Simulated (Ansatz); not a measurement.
Consider the redistribution: `[BH2][SnH2][CH2]F` + `OB(F)CF` → `BCB(O)F` + `F[CH2][SnH2][F]`.

Computed with Ansatz on PBE0-D4/def2-TZVP structures; ΔE is electronic, products minus reactants. CBS: MP2 limit from def2 TZ/QZ plus the TZ coupled-cluster correction, frozen cores. DFT in def2-TZVPP. Elements past krypton have def2 core potentials. For Sn outer-core shells are correlated without core-valence functions, which leaves a few kJ/mol of doubt a bond. One conformer a species, not always the lowest.

CCSD(T)/CBS gives -1.89 eV.

Problem. Another level gave -1.83 eV. Which?
A. PBE0-D4/def2-TZVPP
B. CCSD/def2-TZVPP
C. r2SCAN/def2-TZVPP
D. SCS-MP2/def2-TZVPP

Solution. A. PBE0-D4 -1.83, r2SCAN -1.93, SCS-MP2/def2-TZVPP -1.87, CCSD/def2-TZVPP -1.78 eV.

Largest T1 diagnostic among the species: 0.013.
